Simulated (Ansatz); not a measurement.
CH7NOSi2, SMILES `N[SiH2]C1O[SiH2]1`, relaxed with RKS PBE0-D4/def2-TZVP in Ansatz 0.2.0 from a PBE-D4/def2-SVP geometry. The force threshold is 0.005 eV/Å; the program also tests the step.

Charge 0, multiplicity 1.

Start:

```xyz
12

N     2.412    0.210   -0.235
Si    0.793   -0.019   -0.847
C    -0.523   -0.588    0.392
O    -0.802    0.428    1.462
Si   -2.189    0.194    0.489
H     2.548    0.950    0.460
H     2.933   -0.624    0.052
H     0.866   -1.055   -1.939
H     0.328    1.309   -1.379
H    -0.439   -1.618    0.805
H    -2.591    1.325   -0.402
H    -3.335   -0.512    1.141
```

```csv
step,energy (eV),largest force (eV/Å),largest move (Å)
1,-20434.1112,1.200,0.000
2,-20434.1764,0.839,0.030
3,-20434.1972,0.108,0.022
4,-20434.1985,0.090,0.013
5,-20434.1998,0.046,0.029
6,-20434.1999,0.031,0.014
7,-20434.2000,0.009,0.013
8,-20434.2001,0.007,0.007
9,-20434.2001,0.006,0.003
10,-20434.2001,0.006,0.002
11,-20434.2001,0.002,0.001
```

End:

```xyz
12

N     2.373    0.194   -0.210
Si    0.783   -0.017   -0.822
C    -0.526   -0.579    0.385
O    -0.833    0.439    1.446
Si   -2.162    0.190    0.486
H     2.550    0.924    0.462
H     2.948   -0.611   -0.020
H     0.851   -1.043   -1.898
H     0.327    1.296   -1.349
H    -0.433   -1.579    0.814
H    -2.573    1.298   -0.403
H    -3.305   -0.512    1.109
```

Run time 45 s (4 threads of a server CPU on a shared host); peak host memory 0.58 GiB.
